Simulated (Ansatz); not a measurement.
H$_{9}$N$_{3}$Si$_{3}$, charge +1, doublet, at a GFN2-xTB geometry (a state made from the parent by changing its charge; the spin is typed, not shown lowest). Base run: BLYP/STO-3G in Ansatz (an electronic-structure program).

The Ansatz input:
Ansatz 0.2 input:
```yaml
crystal:
  periodic: [false, false, false]
  atoms:
    - {symbol: Si, position_ang: [1.71385211, -0.42755707, -0.49283787]}
    - {symbol: N, position_ang: [0.47534955, -1.54825386, -0.01718312]}
    - {symbol: Si, position_ang: [-1.17564684, -1.32542320, 0.47338261]}
    - {symbol: N, position_ang: [-1.51369538, 0.37762369, 0.43528050]}
    - {symbol: Si, position_ang: [-0.53820527, 1.75298028, 0.01945526]}
    - {symbol: N, position_ang: [1.03834583, 1.17063016, -0.41809737]}
    - {symbol: H, position_ang: [2.06280046, -0.70545253, -1.88742259]}
    - {symbol: H, position_ang: [2.79609327, -0.50670246, 0.49019188]}
    - {symbol: H, position_ang: [0.77127140, -2.51209648, -0.02788022]}
    - {symbol: H, position_ang: [-2.03316799, -1.97820999, -0.51777040]}
    - {symbol: H, position_ang: [-1.29987518, -1.77945992, 1.85984407]}
    - {symbol: H, position_ang: [-2.45602413, 0.61270776, 0.70625796]}
    - {symbol: H, position_ang: [-0.39627887, 2.58428748, 1.21638576]}
    - {symbol: H, position_ang: [-1.12957168, 2.38553741, -1.16122871]}
    - {symbol: H, position_ang: [1.68475273, 1.89938872, -0.67837773]}
basis:
  gaussian:
    orbitals: STO-3G
hamiltonian:
  xc: blyp
total_charge: 1
magnetization: {spin_polarized: true, initial_magnetization: 1}
```

Each row names what was changed in the base input (with any setting that the change needs).

```tsv
change	ΔE vs base (eV)
base	0.00
symmetry_tolerance_ang = 0.01	0.00
occupation = up:A1:15 A2:4 B1:6 B2:11 down:A1:16 A2:3 B1:5 B2:11	16.48
occupation = up:A1:15 A2:3 B1:6 B2:12 down:A1:16 A2:3 B1:5 B2:11	11.84
occupation = up:A1:16 A2:3 B1:6 B2:11 down:A1:16 A2:3 B1:5 B2:11	0.00
occupation = up:A1:17 A2:2 B1:6 B2:11 down:A1:16 A2:3 B1:5 B2:11	8.00
occupation = up:A1:16 A2:2 B1:6 B2:12 down:A1:16 A2:3 B1:5 B2:11	8.56
```
